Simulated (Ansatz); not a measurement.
Sn12GeH20, an alloyed cluster cut from the lattice of tin (1 Ge, core): single points at one geometry.

```yaml
crystal:
  periodic: [false, false, false]
  atoms:
    - {symbol: Sn, position_ang: [0.806939, -4.062781, 0.596301]}
    - {symbol: Sn, position_ang: [-2.627246, 2.628254, -2.574800]}
    - {symbol: Sn, position_ang: [0.925429, -0.926822, -2.706866]}
    - {symbol: Sn, position_ang: [-2.355702, -0.747905, 0.557110]}
    - {symbol: Sn, position_ang: [0.681174, -0.681650, 3.684450]}
    - {symbol: Sn, position_ang: [0.746317, 2.355231, 0.558380]}
    - {symbol: Sn, position_ang: [4.061378, -0.804000, 0.597372]}
    - {symbol: Sn, position_ang: [-4.101380, 0.857421, -0.966219]}
    - {symbol: Sn, position_ang: [-0.789704, -2.438860, -1.064334]}
    - {symbol: Sn, position_ang: [2.381439, -2.381108, 2.217290]}
    - {symbol: Sn, position_ang: [-0.859190, 4.102510, -0.963201]}
    - {symbol: Sn, position_ang: [2.436251, 0.790032, -1.064915]}
    - {symbol: Ge, position_ang: [-0.779739, 0.777803, 2.033705]}
    - {symbol: H, position_ang: [1.813857, -5.108515, -0.359137]}
    - {symbol: H, position_ang: [-0.194460, -5.075764, 1.590790]}
    - {symbol: H, position_ang: [-3.679977, 3.680832, -3.471346]}
    - {symbol: H, position_ang: [-1.705105, 1.709860, -3.723835]}
    - {symbol: H, position_ang: [1.998378, -1.998545, -3.557535]}
    - {symbol: H, position_ang: [0.032501, -0.034248, -3.899020]}
    - {symbol: H, position_ang: [-3.286048, -1.747012, 1.642806]}
    - {symbol: H, position_ang: [-0.366121, -1.616149, 4.709155]}
    - {symbol: H, position_ang: [1.615929, 0.367643, 4.706893]}
    - {symbol: H, position_ang: [1.745895, 3.283483, 1.645409]}
    - {symbol: H, position_ang: [5.110177, -1.809329, -0.356437]}
    - {symbol: H, position_ang: [5.070853, 0.200147, 1.592657]}
    - {symbol: H, position_ang: [-5.145165, -0.137395, -1.935328]}
    - {symbol: H, position_ang: [-5.112260, 1.778850, 0.104667]}
    - {symbol: H, position_ang: [-1.837752, -3.425283, -2.047107]}
    - {symbol: H, position_ang: [3.338377, -3.337623, 3.315355]}
    - {symbol: H, position_ang: [0.135923, 5.147307, -1.931109]}
    - {symbol: H, position_ang: [-1.780864, 5.111936, 0.108725]}
    - {symbol: H, position_ang: [3.422179, 1.838154, -2.048096]}
    - {symbol: H, position_ang: [-1.704781, 1.702027, 2.896718]}
basis:
  gaussian: {orbitals: STO-3G}
hamiltonian: {xc: hf}
scf: {omitted_lower_state_checks: [starts]}
output: {orbitals: {seedname: orbitals}}
```

The file start.molden holds the orbitals of an earlier run on this structure, at another level or in another basis.

```sh
$ ansatz run in.yaml --threads 2 --pin off --events-out ev --progress --plain --max-ram 32768MiB --backend cuda --devices 0, --max-vram 18GiB
```

Output, abridged:

```
Functional definition: HF
  name "HF"
  cite "Fock, Z. Phys. 61, 126 (1930) doi:10.1007/BF01340294"
  parent pbe
  exchange = exact_x
  correlation = 0
these checks for a lower state are left out or cut short: starts
4813 factors; integrals over basis functions are off by at most 2.9e-5 eV
mean field evaluation 1: about -2003402.7594 eV, gradient 2.0e1 eV
mean field evaluation 2: about -2003402.5192 eV, gradient 2.0e1 eV
mean field evaluation 4: about -2003405.0625 eV, gradient 1.1e0 eV
mean field evaluation 8: about -2003405.0693 eV, gradient 2.4e-5 eV
mean field -2003405.06930343 eV, -73623.7783401720 hartree, gradient 2.4e-5 eV, S^2 0.000000; 0 other end points of the search recorded, 0 dependent functions left out
reference -2003405.06930343 eV, -73623.7783401720 hartree; 326, 326 occupied and 36, 36 virtual orbitals, 4813 factors
Total energy: -2003405.06930343 eV, -73623.7783401720 hartree
Checks for a lower state left out: starts
```

It took 12 s on 2 threads of AMD EPYC 7R13 on a shared host and a share (18 GiB) of an NVIDIA H100 80GB HBM3.

The first input with `gaussian: {orbitals: def2-SVP, initial_orbitals: start.molden}`, `correlation: {method: mp2}` and without the key `hamiltonian` (abridged; 18 s):

```
Functional definition: HF
mean field -126453.28900342 eV, -4647.0726577580 hartree, gradient 1.4e-6 eV, S^2 0.000000
57 core orbitals not correlated: weight in the atoms' cores, before any rotation towards them, 1.000 or more for the frozen orbitals, at most 0.000 for the correlated occupied ones
second order -43.01144335 eV of doubles, -0.00000000 eV of singles
Total energy: -126496.30044677 eV, -4648.6532991470 hartree
Checks for a lower state left out: starts
```

First input, but with `gaussian: {orbitals: def2-TZVP, fitting: {mean_field: def2-universal-jkfit}, initial_orbitals: start.molden}`, `hamiltonian: {xc: {name: r2SCANh}, dispersion: d4}` (abridged; 11 s):

```
Functional definition: r2SCANh
mean field -126851.35098407 eV, -4661.7011657307 hartree, gradient 2.1e-5 eV, S^2 0.000000
Total energy: -126851.96971487 eV, -4661.7239036684 hartree
Checks for a lower state left out: starts
```

First input, but with `gaussian: {orbitals: def2-TZVP, fitting: {mean_field: def2-universal-jkfit}, initial_orbitals: start.molden}`, `hamiltonian: {xc: pbe0, dispersion: d4}`, `output: {forces: true, orbitals: {seedname: orbitals}}` (abridged; 18 s):

```
Functional definition: PBE0
mean field -126823.68153786 eV, -4660.6843323376 hartree, gradient 6.0e-5 eV, S^2 0.000000
Total energy: -126825.53981051 eV, -4660.7526225977 hartree
Atom 0 force    -0.000670    -0.088313     0.007265 eV/Å
Atom 1 force     0.009446    -0.007671    -0.118823 eV/Å
Atom 2 force     0.015604    -0.014599    -0.102702 eV/Å
Atom 3 force    -0.022644    -0.049093     0.069390 eV/Å
Atom 4 force    -0.011838     0.011801     0.079611 eV/Å
Atom 5 force     0.046131     0.021599     0.069275 eV/Å
Atom 6 force     0.088835     0.001665     0.005160 eV/Å
Atom 7 force    -0.100020     0.005321     0.008894 eV/Å
Atom 8 force    -0.045907    -0.048460    -0.048331 eV/Å
Atom 9 force     0.040424    -0.041577     0.050370 eV/Å
Atom 10 force    -0.003242     0.099366     0.008792 eV/Å
Atom 11 force     0.049496     0.044404    -0.046692 eV/Å
Atom 12 force    -0.031517     0.034132     0.033209 eV/Å
Atom 13 force    -0.177509     0.191539     0.168699 eV/Å
Atom 14 force     0.173451     0.183937    -0.176656 eV/Å
Atom 15 force     0.196154    -0.196259     0.173250 eV/Å
Atom 16 force    -0.175268     0.173524     0.210915 eV/Å
Atom 17 force    -0.192481     0.192279     0.156300 eV/Å
Atom 18 force     0.163396    -0.163825     0.227890 eV/Å
Atom 19 force     0.168412     0.180392    -0.196534 eV/Å
Atom 20 force     0.183333     0.166004    -0.185423 eV/Å
Atom 21 force    -0.165901    -0.183976    -0.184715 eV/Å
Atom 22 force    -0.180269    -0.167806    -0.197110 eV/Å
Atom 23 force    -0.191959     0.177758     0.168752 eV/Å
Atom 24 force    -0.182701    -0.174457    -0.176624 eV/Å
Atom 25 force     0.190439     0.173760     0.175945 eV/Å
Atom 26 force     0.178721    -0.166539    -0.185794 eV/Å
Atom 27 force     0.191318     0.182060     0.181950 eV/Å
Atom 28 force    -0.175233     0.175489    -0.202645 eV/Å
Atom 29 force    -0.174612    -0.190924     0.176730 eV/Å
Atom 30 force     0.165944    -0.177980    -0.186078 eV/Å
Atom 31 force    -0.182008    -0.191128     0.182216 eV/Å
Atom 32 force     0.152678    -0.152422    -0.146480 eV/Å
Dipole moment:    -0.019179     0.018159    -0.033876 e Å
Checks for a lower state left out: starts
```

The first input with `gaussian: {orbitals: def2-TZVP, fitting: {mean_field: def2-universal-jkfit}, initial_orbitals: start.molden}`, `hamiltonian: {xc: {name: BLYP}, dispersion: d4}` (abridged; 12 s):

```
Functional definition: BLYP
mean field -126810.11817240 eV, -4660.1858878503 hartree, gradient 9.1e-6 eV, S^2 0.000000
Total energy: -126814.00524042 eV, -4660.3287349655 hartree
Checks for a lower state left out: starts
```

Geometry: PBE-D4/def2-SVP.

In the def2 sets Sn takes a core potential, while STO-3G treats all electrons; there is no spin–orbit coupling. Correlated methods freeze 57 core orbitals; core or outer-core shells of Sn, Ge are correlated, in sets that lack core-valence functions. Single mean-field runs in def2-TZVP are fitted with def2-universal-jkfit.
